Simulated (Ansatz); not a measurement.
Consider the ligand exchange at a B–O bond: `COB(S)S` + `O[SiH3]` → `[SiH3]OB(S)S` + CH₃OH.

Program: Ansatz. Geometries: PBE0-D4/def2-TZVP. ΔE: electronic, gas phase. CBS: MP2 limit from def2 TZ/QZ plus the TZ coupled-cluster correction, frozen cores. This one scheme is used for every species. DFT in def2-TZVPP. B3LYP here is the variant with VWN-RPA as its local correlation; programs differ in this. One conformer a species, not always the lowest.

```json
{"level": "PBE0-D4", "ΔE (kJ/mol)": "3.8"}
{"level": "B3LYP-D4", "ΔE (kJ/mol)": "2.1"}
{"level": "B2PLYP", "ΔE (kJ/mol)": "5.3"}
{"level": "PBE", "ΔE (kJ/mol)": "6.8"}
{"level": "B3LYP", "ΔE (kJ/mol)": "4.3"}
{"level": "MP2/def2-TZVPP", "ΔE (kJ/mol)": "7.1"}
{"level": "SCS-MP2/def2-TZVPP", "ΔE (kJ/mol)": "5.5"}
{"level": "SCS-MP2/def2-QZVPP", "ΔE (kJ/mol)": "5.0"}
```

(1) What does CCSD(T)/CBS give? (Best estimate.)

Largest T1 diagnostic among the species: 0.013.

Answers

(1) Computed: +4.6 kJ/mol. The listed levels differ from it by -0.8, -2.5, 0.7, 2.2, -0.3, 2.5, 0.9, 0.4 kJ/mol.

In def2-TZVPP, CCSD(T) changes the Hartree–Fock value by +6.0 kJ/mol (the triples alone add +1.1 kJ/mol) and MP2 by +7.7 kJ/mol.
